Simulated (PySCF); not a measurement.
Compound: C₆H₁₈NPSi.
SMILES with atom numbers: `[CH3:1][CH:2]([CH3:3])[P:4]([SiH3:5])[CH2:6][N:7]([CH3:8])[CH3:9]` (hydrogens: H10, H11, H12 on C1; H13 on C2; H14, H15, H16 on C3; H17, H18, H19 on Si5; H20, H21 on C6; H22, H23, H24 on C8; H25, H26, H27 on C9)

Computed with PySCF at PBE0/pcSseg-1, non-relativistic, on one gas-phase PBE0-D3(BJ)/def2-SVP geometry that isn't relaxed in the solvent. The solvent is an IEF-PCM continuum (Bondi radii, 1.10 Å for H, scaled by 1.2). Only the electrostatic response of the medium enters.

Gas phase at PBE0/pcSseg-1: HOMO -6.19 eV, LUMO 0.46 eV, dipole 1.38 D.

Q: What does the continuum do to the energy, the frontier levels and the dipole at PBE0/pcSseg-1 in benzene and chloroform?

A: 
| solvent | ε | E(solvent) − E(gas) (kcal/mol) | polarisation term (kcal/mol) | distortion of the solute (kcal/mol) | HOMO (eV) | LUMO (eV) | dipole (D) |
| --- | --- | --- | --- | --- | --- | --- | --- |
| benzene | 2.271 | -1.11 | -1.18 | 0.07 | -6.12 | 0.50 | 1.60 |
| chloroform | 4.711 | -1.84 | -2.04 | 0.20 | -6.10 | 0.50 | 1.76 |

The polarisation term is half the interaction of the solute with the surface charges that it induces; the rest is the cost of distorting the solute's density. The sum is the electrostatic part of solvation alone. From benzene to chloroform the lowering changes by a factor 1.65, Onsager's factor (ε − 1)/(2ε + 1) by 1.55 and ε itself by 2.1.

Q: Which radius a makes the point-dipole formula ΔE = −[(ε − 1)/(2ε + 1)]·μ²/a³ give the value in chloroform, with the gas-phase dipole?

A: μ = 0.544 au and |ΔE| = 0.00292 Eh give a = 1.75 Å; the farthest nucleus lies 4.07 Å from the centroid of the nuclei, so such a sphere wouldn't even hold the nuclei. The formula assumes a rigid point dipole at the centre of a sphere.

Q: Which Hirshfeld charges (PBE0/pcSseg-1) respond most in benzene (means over atoms taken as equivalent)?

A: 
| atoms | environment | gas (e) | solvent (e) | change |
| --- | --- | --- | --- | --- |
| P4 | three-coordinate phosphorus | +0.072 | +0.063 | -0.009 |
| H20/H21 | methylene hydrogen | +0.029 | +0.032 | +0.003 |
| H13 | methine hydrogen | +0.029 | +0.031 | +0.002 |
| N7 | tertiary amine nitrogen | -0.083 | -0.085 | -0.002 |
| C6 | sp3 carbon bound to nitrogen | -0.064 | -0.063 | +0.001 |
| Si5 | SiH3 silicon | +0.239 | +0.239 | 0.000 |
| H22 (×6) | methyl hydrogen | +0.035 | +0.035 | 0.000 |
| C1/C3 | methyl carbon | -0.122 | -0.123 | -0.001 |

Conformer computed: `[CH3:1][CH:2]([CH3:3])[P:4]([SiH3:5])[CH2:6][N:7]([CH3:8])[CH3:9]`: C1–C2–P4–Si5 -64°, C2–P4–C6–N7 -80°, P4–C6–N7–C8 164°.
